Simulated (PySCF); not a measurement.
C2H6F2OSi, SMILES C(F)[SiH](O)CF. Atoms are numbered in the order given.

```xyz
12

O      1.1782    -1.0698     0.7341
Si     0.2314    -0.1057    -0.2347
C      0.1924     1.6953     0.3656
F      1.4792     2.2181     0.3478
C     -1.5717    -0.6980    -0.2907
F     -1.6220    -1.9923    -0.7923
H      0.9530    -1.1687     1.6637
H      0.8360    -0.1795    -1.5845
H     -0.4547     2.3159    -0.2830
H     -0.2118     1.7808     1.3924
H     -2.1847    -0.0404    -0.9360
H     -2.0418    -0.6869     0.7112
```

Geometry: ωB97X-D3(BJ)/def2-SVP. One conformer was computed; it need not be the lowest.

Two levels are set side by side: PBE/pcSseg-1 (PySCF) and KT2/pcSseg-1 (PySCF). GIAO shifts against CFCl3 (¹⁹F), H2O (¹⁷O), TMS (²⁹Si), TMS (¹H), TMS (¹³C) at the same level; non-relativistic, no solvent, atoms listed together averaged. Differences are taken from unrounded values.

```csv
quantity,KT2,PBE,PBE minus KT2
δ(¹⁷O) of O1 (ppm),20.4,23.6,3.2
δ(²⁹Si) of Si2 (ppm),-6.7,-7.7,-1.0
"δ(¹³C) of C3, C5 (ppm)",79.7,82.7,3.0
"δ(¹⁹F) of F4, F6 (ppm)",-339.8,-335.4,4.4
δ(¹H) of H7 (ppm),0.76,0.77,0.01
δ(¹H) of H8 (ppm),5.46,5.47,0.01
"δ(¹H) of H9, H10, H11, H12 (ppm)",4.61,4.66,0.05
```

Rough cost on one machine, each run with all the roots and properties that it gave: KT2 against PBE within a factor of 2.
